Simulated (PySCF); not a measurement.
How methods differ on the excitation energy of Cu²⁺

Cu²⁺ [Ar] 3d9 (2D) → Cu²⁺ [Ar] 3d8 4p1 (high-spin determinant), as a difference of total energies. All numbers are calculated (PySCF 2.14, the spin-free X2C one-electron Hamiltonian (Gaussian nucleus), in aug-cc-pVTZ-DK (8s7p5d3f2g, 93 functions)). Correlated levels: valence: [Ar] frozen. The calculations carry no spin-orbit coupling.

| method | excitation energy (eV) |
| --- | --- |
| UHF | 12.971 |
| PBE | 14.755 |
| PBE0 | 14.556 |
| M06-2X | 14.735 |
| PW91 | 14.791 |
| wB97M-V | 14.706 |
| B97-3 | 14.830 |
| MP2 (valence) | 15.186 |
| SCS-MP2 (valence) | 15.096 |

Estimate what r2SCAN gives.

14.113 eV, closest to PBE0 among the rows shown.

Estimate what LDA gives.

15.355 eV, closest to MP2 (valence) among the rows shown.

A first-order spin-orbit estimate (lowest level to lowest level, LS coupling) adds -0.017 eV.

The determinant of the upper state mixes LS terms, which raises its energy above the lowest term, most at the Hartree-Fock and MP2 levels.
